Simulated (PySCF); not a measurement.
Spin states of CsK

Unrestricted PBE0; PySCF, scalar-relativistic core potentials, basis sets Cs def2-SVPD with ECP46, K def2-SVPD. Outer shells of the fragments: Cs 6s1; K 4s1.

Followed along the bond (rough minima from three points):

```tsv
2Ms+1	unpaired	⟨S²⟩ at the start	R at minimum (Å)	Te (eV)
1	none	0.00	4.39	0.00
3	σ ↑, π ↑	2.00	4.30	1.05
1	σ ↑, π ↓	1.00	4.47	1.31
3	σ ↑↑	2.00	none in the scan	≤ 0.43
```

Solutions found at the starting distance of 4.150 Å, counted from the lowest of them; the search is not exhaustive and high or unbound solutions are not listed, so other states can lie among these:

| 2Ms+1 | unpaired | term | E (eV) | ⟨S²⟩ | ⟨Lz²⟩ | μ (D) |
| --- | --- | --- | --- | --- | --- | --- |
| 1 | none | ¹Σ⁺ | 0.00 | 0.00 | 0.00 | -1.78 |
| 3 | σ ↑↑ | ³Σ⁺ | 0.64 | 2.00 | 0.00 | -0.54 |
| 3 | σ ↑, π ↑ | ³Π | 1.04 | 2.00 | 1.01 | -3.22 |
| 1 | σ ↑, π ↓ | mixed | 1.31 | 1.00 | 1.01 | -2.91 |
| 3 | σ ↑, δ ↑ | ³Δ | 2.19 | 2.00 | 4.00 | 3.78 |

A term symbol is given only where ⟨S²⟩ and ⟨Lz²⟩ are close to those of a pure state; real π, δ and φ orbitals otherwise mix terms. A positive dipole means Cs(−)K(+).

Spin–orbit coupling is left out. Counting both spins, an empty level lies below a filled one in some of these solutions, because spin and occupation are held.
